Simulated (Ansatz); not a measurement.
CH₂NO (SMILES N[C]=O), doublet, geometry from GFN2-xTB; BHLYP/def2-SVPD (Ansatz, an electronic-structure program).

The Ansatz input:
Ansatz 0.2 input:
```yaml
crystal:
  periodic: [false, false, false]
  atoms:
    - {symbol: N, position_ang: [-1.08420812, 0.03469576, -0.00352205]}
    - {symbol: C, position_ang: [0.16954069, -0.37867263, 0.00597592]}
    - {symbol: O, position_ang: [1.21907875, 0.20488536, 0.00041512]}
    - {symbol: H, position_ang: [-1.34378385, 1.02225370, -0.01859874]}
    - {symbol: H, position_ang: [-1.83663339, -0.63217112, 0.00407662]}
basis:
  gaussian:
    orbitals: def2-SVPD
hamiltonian:
  xc: {name: BHLYP}
magnetization: {spin_polarized: true, initial_magnetization: 1}
accuracy: high
```

It wrote (shortened):

```
Functional definition: BHLYP
1585 factors; integrals over basis functions are off by at most 3.3e-9 eV
mean field evaluation 1: about -4595.8621 eV, gradient 3.1e1 eV
mean field evaluation 2: about -4593.6768 eV, gradient 4.1e1 eV
mean field evaluation 4: about -4599.5455 eV, gradient 1.7e0 eV
mean field evaluation 8: about -4599.5611 eV, gradient 1.3e-1 eV
mean field evaluation 16: about -4599.5614 eV, gradient 3.3e-4 eV
mean field -4599.56138827 eV, -169.0307633244 hartree, gradient 8.6e-9 eV, S^2 0.755783; 0 other end points of the search recorded, 0 dependent functions left out
reference -4599.56141029 eV, -169.0307641335 hartree; 12, 11 occupied and 67, 68 virtual orbitals, 1585 factors
Total energy: -4599.56141029 eV, -169.0307641335 hartree
```
